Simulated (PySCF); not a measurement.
**Electric field gradients and quadrupole coupling constants**

Compound: C₅H₇FOSi.
Cartesian coordinates in Å at the GFN2-xTB level; atoms count from 1:
```xyz
15
C5H7FOSi angstrom
C      3.1793   -0.4060    0.2440
C      2.0045   -0.6536    0.2313
C      0.6077   -1.0098    0.2007
O      0.1874   -2.0325    0.6958
C     -0.2452    0.0219   -0.4556
Si    -0.6627    1.3610    0.8802
C     -1.5338   -0.5887   -0.9745
F     -2.4739    0.3899   -1.2080
H      4.2039   -0.1728    0.2536
H      0.3104    0.5092   -1.2595
H     -1.5346    0.7379    1.8706
H     -1.3074    2.4669    0.1827
H      0.6100    1.7737    1.4726
H     -1.3902   -1.1181   -1.9230
H     -1.9599   -1.2710   -0.2328
```

Field gradients from the PBE0/pcSseg-1 density (PySCF, non-relativistic), principal values in atomic units, ordered |Vxx| ≤ |Vyy| ≤ |Vzz|:

| atom | Vxx | Vyy | Vzz |
| --- | --- | --- | --- |
| O4 | 0.6125 | 1.3784 | -1.9909 |

Task: Find the asymmetry η = (Vxx − Vyy)/Vzz and the couplings χ = eQV/h (234.96 MHz × Q in barn × V in au), with Q(17O) = −0.0256 b.

Result: 
| atom | environment | nucleus | η | χzz (MHz) | χxx (MHz) | χyy (MHz) |
| --- | --- | --- | --- | --- | --- | --- |
| O4 | ketone oxygen | 17O | 0.38 | 11.98 | -3.68 | -8.29 |

The tensor is traceless: Vxx + Vyy + Vzz = 0.

Task: What is Vzz at O4 in SI units (1 au = 9.71736 × 10²¹ V/m²)?

Result: -1.9909 au = -19.346 × 10²¹ V/m².

Task: And the gradient at the other heavy atoms, for which no coupling is worked out here?

Result: 
```
atom                  environment  Vzz (au)     η
  C1       terminal alkyne carbon    -0.338  0.60
  C2                alkyne carbon    -0.291  0.16
  C3       ketone carbonyl carbon     0.454  0.37
  C5  sp3 carbon bound to silicon    -0.057  0.84
 Si6                 SiH3 silicon     0.396  0.15
  C7               sp3 C–F carbon     0.543  0.31
  F8               alkyl fluorine     3.040  0.05
```

Task: What couplings would deuterons (Q(2H) = 0.00286 b) have in place of the hydrogens, at this geometry?

Result: 
| atom | bonded to | bond length (Å) | Vzz (au) | η | χzz (kHz) |
| --- | --- | --- | --- | --- | --- |
| H9 | C1 | 1.051 | 0.3887 | 0.02 | 261 |
| H10 | C5 | 1.092 | 0.3027 | 0.05 | 203 |
| H11 | Si6 | 1.459 | 0.1642 | 0.02 | 110 |
| H12 | Si6 | 1.458 | 0.1660 | 0.03 | 112 |
| H13 | Si6 | 1.463 | 0.1609 | 0.02 | 108 |
| H14 | C7 | 1.096 | 0.2877 | 0.07 | 193 |
| H15 | C7 | 1.094 | 0.2824 | 0.05 | 190 |

Isolated species at its GFN2-xTB geometry (one conformer only). GFN2-xTB bond lengths can be off by several hundredths of an ångström, more for odd bonds, and the gradients follow them. The small basis limits the accuracy of the gradients.
